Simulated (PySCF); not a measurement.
Species: TcO3(OH) (singlet state).
Bonds: Tc1–O2, Tc1–O3, Tc1–O4, Tc1–O5. Hydrogens: H6 on O5.

Method: PBE0-D3(BJ)/def2-SVP geometry optimisation, gas phase, def2 core potentials past Kr in PySCF 2.14.0.

(1) List the bond lengths, angles and torsions at this level.

## Answers

(1) 
| bond | length (bohr) |
| --- | --- |
| Tc1–O2, Tc1–O3, Tc1–O4 | 3.140 |
| Tc1–O5 | 3.485 |
| O5–H6 | 1.827 |

Bonds in one row agree within 0.02 bohr and their mean is given. A selection of angles:
| angle | degrees |
| --- | --- |
| O2–Tc1–O3 | 110.1 |
| O2–Tc1–O5 | 109.7 |
| Tc1–O5–H6 | 121.5 |

Torsions: H6–O5–Tc1–O2 7° (synperiplanar). The mirror-image conformer, all signs reversed, is as good.

The 4 O–Tc bonds span 1.661 Å (Tc1–O3) to 1.844 Å (Tc1–O5), a spread of 0.183 Å. Tc1 (technetium bonded to 4 O) is tetrahedral (angles from 108.6° to 110.1°).

Point group: near Cs, missed by 0.10 Å at most; the miss may be what the optimiser left on a soft mode. PBE0-D3(BJ)/def2-SVP frequencies: not computed here.
